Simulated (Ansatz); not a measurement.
C₂HCl₂FSi, SMILES `C#C[Si](F)(Cl)Cl` at its PBE0-D4/def2-TZVP geometry, where that method's forces vanish. Charge 0, multiplicity 1.

```csv
atom,x (Å),y (Å),z (Å)
C1,1.5334,1.2106,-0.4827
C2,0.6415,0.4561,-0.1901
Si3,-0.7059,-0.6517,0.2444
F4,-0.1322,-2.0977,0.5099
Cl5,-2.0374,-0.7733,-1.2695
Cl6,-1.6235,-0.0218,1.9298
H7,2.3241,1.8779,-0.7418
```

Question: For each bond, give half the difference of the two atoms' forces along it (eV/Å; positive pushes the atoms apart) under PBE-D4, r2SCAN-D4, B3LYP-D4, ωB97M-V in def2-TZVPP. (Estimate.)

Answer: Computed: 
| bond | length (Å) | PBE-D4 | r2SCAN-D4 | B3LYP-D4 | ωB97M-V |
| --- | --- | --- | --- | --- | --- |
| C1–C2 | 1.204 | 0.97 | 0.39 | 0.00 | -0.27 |
| C1–H7 | 1.067 | -0.37 | -0.23 | -0.09 | 0.05 |
| C2–Si3 | 1.798 | -0.64 | -0.26 | -0.07 | 0.19 |
| Si3–F4 | 1.578 | 0.57 | 0.07 | 0.16 | 0.11 |
| Si3–Cl5 | 2.020 | 0.15 | 0.06 | 0.16 | 0.00 |
| Si3–Cl6 | 2.020 | 0.15 | 0.06 | 0.16 | 0.00 |

B3LYP here is the variant with VWN-RPA as its local correlation; programs differ in this.
